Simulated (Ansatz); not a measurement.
Gas-phase electronic energies from Ansatz, PBE0-D4/def2-TZVP geometries. CCSD(T)/CBS adds triple-zeta CCSD(T) − MP2 to the extrapolated MP2 energy (def2 sets, frozen cores). Functionals use def2-TZVPP. One conformer a species, not always the lowest.

`CNB(C)[SiH3]` + `NBCN` → `NBC(N)[SiH3]` + `CBNC`  (formal exchange of groups at the Si–B bond)

`CNB(C)[SiH3]`:

Z-matrix (Å, degrees):
```
C
N 1 1.446
H 1 1.094 2 111.2
H 1 1.094 2 111.3 3 120.5
H 1 1.088 2 110.1 3 -119.7
B 2 1.394 1 129.2 3 120.7
H 2 1.008 1 112.8 3 -59.4
Si 6 2.028 2 116.1 1 179.9
C 6 1.574 2 123.7 1 -0.2
H 8 1.493 6 112.3 2 121.4
H 8 1.493 6 112.1 2 -118.9
H 8 1.496 6 111.7 2 1.1
H 9 1.096 6 109.9 2 -121.0
H 9 1.093 6 115.9 2 1.2
H 9 1.096 6 110.1 2 123.5
```

`NBCN`:

Cartesian coordinates in Å:
```
N 1.466 -0.935 -0.847
B 0.824 0.103 -0.178
C -0.613 -0.099 0.438
N -1.296 1.156 0.733
H 1.053 -1.841 -0.992
H 2.398 -0.855 -1.213
H 1.406 1.147 -0.073
H -0.459 -0.632 1.388
H -1.200 -0.793 -0.189
H -1.325 1.751 -0.085
H -2.253 0.997 1.018
```

`NBC(N)[SiH3]`:

Z-matrix (Å, degrees):
```
C
B 1 1.569
Si 1 1.890 2 105.7
N 1 1.463 2 113.4 3 -116.5
H 1 1.105 2 109.5 3 114.4
N 2 1.393 1 121.5 3 -78.7
H 2 1.200 1 120.4 3 99.6
H 3 1.491 1 110.2 2 71.3
H 3 1.486 1 111.3 2 -49.7
H 3 1.491 1 109.4 2 -169.7
H 4 1.011 1 111.8 2 -53.2
H 4 1.011 1 111.8 2 -174.3
H 6 1.005 2 122.7 1 176.7
H 6 1.007 2 123.8 1 -1.3
```

`CBNC`:

Z-matrix (Å, degrees):
```
C
B 1 1.569
H 1 1.094 2 114.2
H 1 1.095 2 110.5 3 -121.8
H 1 1.095 2 110.5 3 121.8
N 2 1.389 1 121.9 3 0.2
H 2 1.204 1 121.2 3 -179.8
C 6 1.443 2 127.1 1 180.0
H 6 1.009 2 119.0 1 0.0
H 8 1.090 6 109.0 2 0.0
H 8 1.095 6 111.7 2 -119.4
H 8 1.095 6 111.7 2 119.5
```

```
       species  r2SCAN-D4 energy (Eh)
`CNB(C)[SiH3]`             -451.30067
        `NBCN`             -176.67217
`NBC(N)[SiH3]`             -467.34946
        `CBNC`             -160.63087
```

(1) Work out ΔE.

Largest T1 diagnostic among the species: 0.013.

Answers

(1) ΔE = (-467.34946) + (-160.63087) − (-451.30067) − (-176.67217) = -0.00749 Eh = -19.7 kJ/mol. CCSD(T)/CBS gives -20.7 kJ/mol.
